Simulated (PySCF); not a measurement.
## Nd2(OH)6 at several levels of theory

Computed with PySCF 2.14.0 (density fitting, no spin-orbit coupling) at the geometry relaxed with BP86:

```xyz
14
Nd2(OH)6 (singlet in the valence; each metal's 4f electrons, 3 of them, lie in its core potential, out of spins and levels)
Nd    0.0000    0.0000    1.8573
Nd    0.0000    0.0000   -1.8573
O     1.4466   -0.1149    0.0000
H     2.3243   -0.5402    0.0000
O    -1.4466    0.1149    0.0000
H    -2.3243    0.5402    0.0000
O    -0.1155    1.8086    2.9487
H    -0.1185    2.6019    3.5039
O     0.1155   -1.8086    2.9487
H     0.1185   -2.6019    3.5039
O    -0.1155    1.8086   -2.9487
H    -0.1185    2.6019   -3.5039
O     0.1155   -1.8086   -2.9487
H     0.1185   -2.6019   -3.5039
```

| level | basis | state | HOMO (eV) | gap (eV) | charge on Nd1 (e) | population of f-type functions on Nd1 (polarisation alone where 4f lies in the core) | dipole about the centre of mass (D) | largest force component (eV/Å) |
| --- | --- | --- | --- | --- | --- | --- | --- | --- |
| BP86 | Nd lcecp-1-SVP with ECP49, O def2-SVP, H def2-SVP | singlet | -6.02 | 4.61 | 0.89 | 0.09 | 0.00 | 0.01 |
| BP86 | Nd lcecp-1-TZVP with ECP49, O def2-TZVP, H def2-TZVP | singlet | -6.30 | 4.79 | 1.65 | 0.11 | 0.00 | 0.30 |

In the lcecp rows the 4f levels are missing from HOMO and gap, and the state counts the valence alone.

Charges are Mulliken's, which hang on the basis. The relaxation used the grid (50, 194), these runs (75, 302) or, all-electron (x2c bases, spin-free X2C Hamiltonian), (99, 590).

(1) Order these levels, in the first row's basis, by the HOMO–LUMO gap they give here, smallest first.
A. CAM-B3LYP
B. PBE0
C. PBE
D. wB97X

(2) And their other results?

A frequency check found unstable modes (1, the lowest at -6 cm⁻¹), so the relaxed geometry is a saddle point, or these are noise. An lcecp potential fixes the number of 4f electrons, so in runs with it no electron can move into or out of that shell.

Answers

(1) C (4.47 eV), B (6.80 eV), A (8.88 eV), D (10.91 eV).

(2) 
| level | state | HOMO (eV) | gap (eV) | charge on Nd1 (e) | population of f-type functions on Nd1 (polarisation alone where 4f lies in the core) | dipole about the centre of mass (D) | largest force component (eV/Å) |
| --- | --- | --- | --- | --- | --- | --- | --- |
| CAM-B3LYP | singlet | -9.02 | 8.88 | 1.07 | 0.10 | 0.00 | 0.47 |
| PBE | singlet | -5.91 | 4.47 | 0.88 | 0.09 | 0.00 | 0.06 |
| wB97X | singlet | -10.07 | 10.91 | 1.11 | 0.10 | 0.00 | 0.58 |
| PBE0 | singlet | -7.57 | 6.80 | 1.11 | 0.09 | 0.00 | 0.56 |
